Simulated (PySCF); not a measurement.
Positional isomers: benzothiophene boryl+vinyl. Gas-phase values, no solvent. One relaxed conformer stands for each flexible species; it need not be the lowest. Strings in code marks are SMILES.

The HOMO from two functionals at the same geometries (B3LYP-D3(BJ)/def2-SVP), both in PySCF: PBE-D3(BJ)/def2-TZVP and TPSSh-D3(BJ)/def2-TZVP. 

| species | PBE-D3(BJ)/def2-TZVP (eV) |
|---|---|
| `s1ccc2c1ccc(c2B)C=C` | -5.60 |
| `Bc1cc2c(C=C)cccc2s1` | -5.55 |
| `c1(C=C)ccc2sc(B)cc2c1` | -5.62 |
| `Bc1cc2ccc(C=C)cc2s1` | -5.66 |

Problem. What does TPSSh-D3(BJ)/def2-TZVP give for each?

Solution. 
- `s1ccc2c1ccc(c2B)C=C`: -5.94
- `Bc1cc2c(C=C)cccc2s1`: -5.85
- `c1(C=C)ccc2sc(B)cc2c1`: -5.93
- `Bc1cc2ccc(C=C)cc2s1`: -5.95
Over these rows, drawn at random from the members with no instability flagged (it was tested for open shells, ions and some series alone), PBE minus TPSSh-D3(BJ): mean +0.31 eV, from +0.29 eV to +0.34 eV.
